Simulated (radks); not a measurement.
Pb3+, 79 electrons, occupied as [Xe] 4f14 5d10 6s1 (the NIST ground configuration). Method: Dirac Kohn-Sham, PBEsol, spin-unpolarised, spherical densities, point nucleus; computed with a radial shooting solver on a logarithmic mesh with Libxc functionals.

Normalised radial functions P(r) = r R(r) (large component), r in bohr:

r           5p1/2    6p3/2
0.002056   0.0256   0.0023
0.002393   0.0302   0.0031
0.002786   0.0358   0.0040
0.003243   0.0426   0.0053
0.003776   0.0507   0.0069
0.004395   0.0605   0.0090
0.005076   0.0716   0.0115
0.005909   0.0855   0.0148
0.00688    0.1020   0.0190
0.008009   0.1214   0.0242
0.009324   0.1439   0.0305
0.01085    0.1695   0.0382
0.01264    0.1980   0.0472
0.01471    0.2287   0.0576
0.01713    0.2601   0.0690
0.01978    0.2887   0.0805
0.02302    0.3144   0.0925
0.0268     0.3314   0.1031
0.0312     0.3339   0.1106
0.03633    0.3159   0.1128
0.04229    0.2710   0.1071
0.04923    0.1944   0.0910
0.05731    0.0852   0.0630
0.06672   -0.0515   0.0229
0.07706   -0.1941  -0.0239
0.08971   -0.3365  -0.0770
0.1044    -0.4397  -0.1243
0.1216    -0.4697  -0.1536
0.1415    -0.3990  -0.1528
0.1648    -0.2193  -0.1140
0.1918     0.0469  -0.0384
0.2233     0.3424   0.0603
0.26       0.5842   0.1564
0.3002     0.6858   0.2164
0.3495     0.6025   0.2206
0.4069     0.3190   0.1523
0.4737    -0.1079   0.0222
0.5514    -0.5752  -0.1367
0.642     -0.9679  -0.2777
0.7474    -1.1985  -0.3552
0.8701    -1.2329  -0.3388
1.013     -1.0965  -0.2228
1.17      -0.8705  -0.0397
1.362     -0.6046   0.1937
1.585     -0.3704   0.4229
1.846     -0.1987   0.6044
2.149     -0.0922   0.7064
2.501     -0.0363   0.7151
2.912     -0.0119   0.6397
3.39      -0.0031   0.5076
3.946     -0.0007   0.3544
4.558     -0.0001   0.2208
5.306     0.0000   0.1146
6.177     0.0000   0.0497
7.191     0.0000   0.0176
8.371     0.0000   0.0050

5p1/2: eigenvalue -130.92 eV, 3 radial nodes at r = 0.0632, 0.187, 0.457 bohr, <r> = 0.912 bohr, 90 % of the charge inside 1.31 bohr. 6p3/2 (empty): eigenvalue -25.277 eV, 4 radial nodes at r = 0.0718, 0.204, 0.484, 1.20 bohr, <r> = 2.63 bohr, 90 % of the charge inside 3.79 bohr.
